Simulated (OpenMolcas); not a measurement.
## Ionisation energies of argon

```yaml
Program: OpenMolcas 26.06
Basis: ANO-L-VTZP [5s4p2d1f]
Scalar_Hamiltonian: non-relativistic, point nucleus
Spin-orbit_coupling: state interaction with AMFI integrals over the reference wave functions, term energies averaged over their components
```

Active shells in each charge state: the valence s, p shells, with orbitals averaged over the low states. Where CASPT2's correlated closed shells are named, they are those of the first ion.

A. CASSCF
B. SS-CASPT2, IPEA 0.25 Eh, imaginary shift 0.1 Eh (closed shells correlated: 2s 2p)
C. SS-CASPT2, IPEA 0 Eh, imaginary shift 0.1 Eh (closed shells correlated: 2s 2p)

Energies in eV between the lowest computed levels, named as in B; reference values from the NIST Atomic Spectra Database with their kind.

```
                From                    To        A        B        C  Spin-orbit share in B                 Reference
      Ar 3s² 3p⁶ ¹S₀   Ar+ 3s² 3p⁵ ²P°_3/2   14.808   15.653   15.529                 -0.054         15.760 (measured)
 Ar+ 3s² 3p⁵ ²P°_3/2      Ar2+ 3s² 3p⁴ ³P₂   26.440   27.335   27.236                 -0.010         27.630 (measured)
    Ar2+ 3s² 3p⁴ ³P₂  Ar3+ 3s² 3p³ ⁴S°_3/2   39.193   40.218   40.141                 +0.065   40.735 (semi-empirical)
Ar3+ 3s² 3p³ ⁴S°_3/2      Ar4+ 3s² 3p² ³P₀   57.987   58.899   58.996                 -0.148   59.580 (semi-empirical)
    Ar4+ 3s² 3p² ³P₀   Ar5+ 3s² 3p ²P°_1/2   73.371   74.308   74.408                 -0.017   74.840 (semi-empirical)
 Ar5+ 3s² 3p ²P°_1/2          Ar6+ 3s² ¹S₀   89.680   90.681   90.780                 +0.165         91.290 (measured)
        Ar6+ 3s² ¹S₀        Ar7+ 3s ²S_1/2  123.444  123.549  123.551                 +0.000  124.410 (semi-empirical)
      Ar7+ 3s ²S_1/2          Ar8+ 2p⁶ ¹S₀  142.459  142.514  142.516                 +0.000  143.457 (semi-empirical)
```

Error against the reference values, in %:

```csv
From,Reference,A,B,C
Ar,measured,-6.0,-0.7,-1.5
Ar+,measured,-4.3,-1.1,-1.4
Ar2+,semi-empirical,-3.8,-1.3,-1.5
Ar3+,semi-empirical,-2.7,-1.1,-1.0
Ar4+,semi-empirical,-2.0,-0.7,-0.6
Ar5+,measured,-1.8,-0.7,-0.6
Ar6+,semi-empirical,-0.8,-0.7,-0.7
Ar7+,semi-empirical,-0.7,-0.7,-0.7
```

Mean absolute error over the 3 measured values: A 1.25 eV, B 0.34 eV, C 0.38 eV.

° marks odd parity.
